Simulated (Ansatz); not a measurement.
Start from `C[Se][Ga]([Cl])[Cl]` and change one element to get `C[O][Ga]([Cl])[Cl]`.

Ansatz, PBE0-D4/def2-TZVP geometries, multiplicity 1. Each molecule was computed in one conformer, which needn't be the lowest.

Scalar relativity is left out up to krypton. Spin–orbit coupling is left out; it splits and shifts lone-pair levels of the heavy atoms by tenths of an eV.

| property | `C[Se][Ga]([Cl])[Cl]` |
| --- | --- |
| HOMO energy (PBE0/def2-TZVPP) / eV | -7.38 |
| HOMO–LUMO gap (PBE0/def2-TZVPP) / eV | 5.91 |
| HOMO energy (B3LYP/def2-TZVPP) / eV | -7.15 |
| size of the dipole moment (ωB97M-V/def2-TZVPP) / D | 2.49 |
| ideal-gas entropy at 298 K and 1 bar (rigid rotor, harmonic PBE0-D4/def2-TZVP) / J/(mol·K) | 409 |
| HOMO–LUMO gap (PBE/def2-TZVPP) / eV | 3.90 |

Question: What does the change do to each property? (Estimate.)

Answer: The calculation gave: 
```
                                                                                  property  `C[O][Ga]([Cl])[Cl]`  shift
                                                        HOMO energy (PBE0/def2-TZVPP) / eV                 -8.51  -1.13
                                                      HOMO–LUMO gap (PBE0/def2-TZVPP) / eV                  7.03   1.12
                                                       HOMO energy (B3LYP/def2-TZVPP) / eV                 -8.27  -1.12
                                        size of the dipole moment (ωB97M-V/def2-TZVPP) / D                  1.52  -0.97
ideal-gas entropy at 298 K and 1 bar (rigid rotor, harmonic PBE0-D4/def2-TZVP) / J/(mol·K)                   379    -30
                                                       HOMO–LUMO gap (PBE/def2-TZVPP) / eV                  4.55   0.65
```

Dipoles are sizes alone; their direction can turn. Modes under 60 cm⁻¹, often nearly free rotors, make the harmonic entropy too high.

Positive LUMOs are unbound, so they and the gaps depend on the basis.

B3LYP here is the variant with VWN-RPA as its local correlation; programs differ in this.
